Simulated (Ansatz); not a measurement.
Basis-set extrapolation for `C[C@@H]1CC[C@H](C)C1` (PBE0-D4/def2-TZVP geometry, frozen core, Ansatz 0.2.0). Multiplicity 1, RHF reference.

|  | def2-TZVPP | def2-QZVPP |
| --- | --- | --- |
| HF | -273.333684 | -273.346229 |
| MP2 correlation | -1.218117 | -1.292704 |
| CCSD(T) correlation | -1.340785 | not run |

Energies in hartree. Use E(X) = E(∞) + A·exp(−7.88·√X) for Hartree–Fock and E(X) = E(∞) + B·X^(−2.97) for correlation, with X = 3 and 4, and add CCSD(T) minus MP2 of the smaller set to the MP2 limit.

What is the CCSD(T) energy at the basis-set limit?

HF limit: -273.346229 + (-0.012545) × 0.13774 = -273.34796. MP2 limit: -1.292704 + (-0.074587) × 0.74074 = -1.34795. Higher-order term: -1.340785 − (-1.218117) = -0.12267. Total: -274.81858 hartree, 378.4 kJ/mol below CCSD(T)/def2-TZVPP.
